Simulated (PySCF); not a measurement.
# `Fc1ccccc1[S-]`: 4 charge schemes on one density

Species: C6H4FS (charge -1).
Numbering: `[F:1][c:2]1[cH:3][cH:4][cH:5][cH:6][c:7]1[S-:8]` (hydrogens: H9 on C3; H10 on C4; H11 on C5; H12 on C6)

Density: PBE0/pcSseg-1 (PySCF); schemes: Mulliken, IAO, Hirshfeld and ESP-fitted. Isolated species at its GFN2-xTB geometry, gas phase. The pcSseg-1 basis has no diffuse functions, a weakness for an anion.

Q: Give the atomic charges in each scheme.

A: In e:

| atom | environment | Mulliken | IAO | Hirshfeld | ESP-fitted |
| --- | --- | --- | --- | --- | --- |
| F1 | aryl fluorine | -0.313 | -0.297 | -0.124 | -0.302 |
| C2 | aromatic C–F carbon | +0.364 | +0.244 | +0.045 | +0.608 |
| C3 | aromatic CH carbon | -0.173 | -0.209 | -0.106 | -0.509 |
| C4 | aromatic CH carbon | -0.126 | -0.228 | -0.116 | -0.112 |
| C5 | aromatic CH carbon | -0.090 | -0.182 | -0.094 | -0.386 |
| C6 | aromatic CH carbon | -0.031 | -0.186 | -0.093 | +0.120 |
| C7 | substituted aromatic carbon | -0.329 | -0.117 | -0.058 | -0.255 |
| S8 | thiolate sulfur | -0.480 | -0.541 | -0.535 | -0.639 |
| H9 | aromatic hydrogen | +0.059 | +0.135 | +0.025 | +0.181 |
| H10 | aromatic hydrogen | +0.040 | +0.120 | +0.017 | +0.109 |
| H11 | aromatic hydrogen | +0.044 | +0.120 | +0.021 | +0.144 |
| H12 | aromatic hydrogen | +0.034 | +0.140 | +0.018 | +0.041 |

Mean size of the charges over all atoms: ESP-fitted 0.284 e, IAO 0.210 e, Mulliken 0.173 e, Hirshfeld 0.104 e. Each set sums to the total charge, -1, to within 0.001 e. The Hirshfeld scheme divides the density at each point in proportion to the densities of the neutral, spherically averaged free atoms. The Mulliken scheme counts on each atom the diagonal of the density matrix times the overlap matrix over that atom's basis functions.

Lowest charge. All schemes agree: Mulliken S8 (-0.480); IAO S8 (-0.541); Hirshfeld S8 (-0.535); ESP-fitted S8 (-0.639).

Highest charge. All schemes agree: Mulliken C2 (+0.364); IAO C2 (+0.244); Hirshfeld C2 (+0.045); ESP-fitted C2 (+0.608).

Q: Sum the charges by element, for elements with more than one atom.

A: 
```json
{"element": "C", "atoms": "6", "Mulliken": "-0.383", "IAO": "-0.678", "Hirshfeld": "-0.422", "ESP-fitted": "-0.534"}
{"element": "H", "atoms": "4", "Mulliken": "+0.176", "IAO": "+0.515", "Hirshfeld": "+0.081", "ESP-fitted": "+0.475"}
```

Q: How closely do the schemes follow one another over all atoms?

A: Correlation coefficient and root-mean-square difference: Mulliken with ESP-fitted 0.90, 0.169 e; IAO with Hirshfeld 0.88, 0.115 e; Mulliken with IAO 0.88, 0.107 e; IAO with ESP-fitted 0.86, 0.185 e; Mulliken with Hirshfeld 0.77, 0.137 e; Hirshfeld with ESP-fitted 0.73, 0.248 e.

Q: How many electrons does the Mulliken scheme count on C4?

A: Z − q = 6 − (-0.126) = 6.126.
